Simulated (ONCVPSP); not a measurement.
## Which change was made? (Os, ONCV)

* Element: Os
* Generator: ONCVPSP 4.0.1
* Type: optimised norm-conserving Vanderbilt (ONCV)
* Functional: PBE
* Relativity: fully relativistic
* Frozen core: [Kr] 4d10 4f14
* Valence charge: 16
* Reference configuration: 5s2 5p6 5d6 6s0.5 (charge +1.5)
* Partial waves: 5s+6s: rc 1.75 bohr, ncon 3, nbas 7, qcut 7.5 1/bohr, 2 projectors; 5p: rc 1.80 bohr, ncon 3, nbas 6, qcut 9.1 1/bohr, 2 projectors, debl 1 Ha; 5d: rc 1.70 bohr, ncon 4, nbas 8, qcut 6.3 1/bohr, 1 projector
* Local potential: polynomial inside 1.65 bohr (lpopt 3, dvloc0 1 Ha)
* Core correction: Teter function, fcfact 2.75, rcfact 1.75

Open shells are filled in proportion to 2j + 1.

In the p channel the program set the typed energies aside and used -2.204, 0.250 Ha (j = l + 1/2; the other j can differ).

Cutoffs, loose and tight: the cutoffs (Ha) at which the residual kinetic energy of the hardest occupied pseudo-wave falls to 1 and 0.1 mHa per electron. They do not see the model core or the augmentation charge, which bear on the density cutoff. Test errors are all-electron minus pseudo excitation energies from the reference, over the configurations 5s2 5p6 5d6 6s2; 5s2 5p6 5d6 6s1; 5s2 5p6 5d6 6s0; 5s2 5p6 5d6 6s0 6p2; variants that change the core or the reference have their own tests.

The base gives: outcome: generated, projector energies reset by the program; cutoff, loose: 21 Ha; cutoff, tight: 27 Ha; bound ghosts: none; GHOST(+) flags above zero: none; largest test error (meV): -13.

Q: After one change the result is: outcome: generated, projector energies reset by the program; cutoff, loose: 21 Ha; cutoff, tight: 27 Ha; bound ghosts: none; GHOST(+) flags above zero: none; largest test error (meV): -7.2. Which change was it?
A. core correction Teter function, fcfact 5.3, rcfact 1.75
B. functional PBEsol
C. d: qcut 4.1
D. core correction Teter function, fcfact 2.75, rcfact 1.26

A: B. The others give: core correction Teter function, fcfact 5.3, rcfact 1.75 → outcome: generated, projector energies reset by the program; cutoff, loose: 21 Ha; cutoff, tight: 27 Ha; bound ghosts: none; GHOST(+) flags above zero: none; largest test error (meV): -22 | core correction Teter function, fcfact 2.75, rcfact 1.26 → outcome: generated, projector energies reset by the program; cutoff, loose: 21 Ha; cutoff, tight: 27 Ha; bound ghosts: none; GHOST(+) flags above zero: none; largest test error (meV): -1.6 | d: qcut 4.1 → outcome: generated, projector energies reset by the program; cutoff, loose: 72 Ha; cutoff, tight: 84 Ha; bound ghosts: none; GHOST(+) flags above zero: none; largest test error (meV): -13.
